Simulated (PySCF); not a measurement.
**Structure elucidation problem**

Molecular formula: C₇H₅F₃O. Simulated spectra:

¹H NMR (400 MHz, computed): δ 7.63 (ddd, J = 6.5, 2.1, 1.3 Hz, 1H), 7.31 (dd, J = 6.5, 2.3 Hz, 1H), 6.70 (dd, J = 62.7, 61.4 Hz, 1H), 5.65 (m, 1H), 4.92 (m, 1H).

¹³C{¹H} NMR (computed): δ 189.8 (ddd, J = 393.3, 14.4, 10.3 Hz), 153.3, 143.5 (d, J = 1.5 Hz), 121.3 (ddd, J = 34.0, 25.3, 3.8 Hz), 115.0 (dd, J = 290.3, 286.4 Hz), 86.8 (dd, J = 4.7, 2.6 Hz), 86.0 (d, J = 21.7 Hz).

PySCF 2.14 calculation with J couplings at B3LYP/pcJ-1 (spin–dipole term only in couplings to heteroatoms), PBE0-D3(BJ)/def2-SVP geometry and σ from GIAO-KT2/pcSseg-2; no solvent model, a single conformation, non-relativistic Hamiltonian.

Scale: TMS for ¹H (σ = 31.18 ppm), ¹³C (σ = 182.28 ppm) (reference shieldings calculated alike).

Task: Deduce the structure.

Result: 
1. Rings plus π bonds: 4 (2 rings in the answer).
2. 7 carbon signals for 7 carbons: no two carbons are equivalent.
3. Carbon types of the structure: 2 × C, 5 × CH, which accounts for all hydrogens.
4. δC 189.8, 121.3: fully substituted alkene carbon.
5. δC 153.3, 143.5: alkene CH; an sp2 carbon of a C=C bond.
6. δC 115.0: allylic sp3 CH bonded to 2 F; 2 electronegative neighbours deshield it.
7. δC 86.8, 86.0: allylic sp3 CH bonded to O; deshielded by the electronegative neighbour.
8. δH 7.63, 7.31: hydrogen on an alkene CH; a vinylic proton, deshielded by the sp2 carbon and the C=C anisotropy.
9. δH 6.70: hydrogen on an allylic sp3 CH bonded to 2 F; its carbon carries F, hence the downfield position.
10. δH 5.65, 4.92: hydrogen on an allylic sp3 CH bonded to O; its carbon carries O, hence the downfield position.
11. The protons at 7.63 and 7.31 share a coupling of 6.5 Hz (vicinal, cis across C=C).

These data were computed for SMILES FC(C1=C(F)[C@H]2C=C[C@@H]1O2)F.

The shifts were computed for this structure. Such data don't tell enantiomers apart.

C–F couplings over four or more bonds (about 3 Hz to the para carbon of a fluoroarene) are left out. Common functionals overestimate the size of one-bond C–F couplings by tens of Hz; these are unscaled. Multiplet labels drop couplings under 1 Hz and merge nearly equal ones. Unscaled 3J(H,H) at this level run about 10 % above measured values. Shifts are as computed. Against solution values, carbons near 30 ppm lie about +3 ppm off and those near 130 ppm about -1 ppm (rms about the fit 2.6 ppm; single classes can miss by 10 ppm). Of 1328 compounds with measured shifts, 309 miss one by over three times the rms of a fit or turn the order of signals round; such compounds aren't used in these exercises. Signals without a measured value on file couldn't be tested in this way.
